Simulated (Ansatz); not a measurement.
A made-up structure of CHSSe (charge +1), closed shell:

S1  (0.681, 0.267, -1.080)
C2  (-0.561, 0.199, 0.197)
Se3  (-1.663, 0.209, 1.211)
H4  (1.472, -0.597, -0.389)
(Å)

It is relaxed with PBE-D4/def2-SVP and then PBE0-D4/def2-TZVP (Ansatz 0.2.0). Atoms count as bonded within 1.22 times the sum of their covalent radii (H–H: 0.88 Å). The end point is not checked to be a true minimum.

Task: Does its bonding change? (Judge from chemistry; the calculation decides.)

Result: By the calculation: No: no bond forms or breaks.

Where it ends: The first stage lowers the energy by 1.03 eV in 6 steps. It ends as CHSSe ([SH][C][Se]), total charge +1:
```tsv
atom	x (Å)	y (Å)	z (Å)
S1	0.6391	0.2608	-1.0308
C2	-0.4922	0.1940	0.1396
Se3	-1.7068	0.2189	1.2363
H4	1.4892	-0.5964	-0.4070
```

Labels in which every atom is bracketed show which atoms are joined, not bond orders.

For scale, one of the runs: PBE0-D4/def2-TZVP relaxation, 122 basis functions, launched by `ansatz run in.yaml --threads 2 --pin off --events-out ev --progress --plain --max-ram 4352MiB`. Hardware: 2 CPU threads of an AMD EPYC 7571, shared host. Wall time about 61 s.
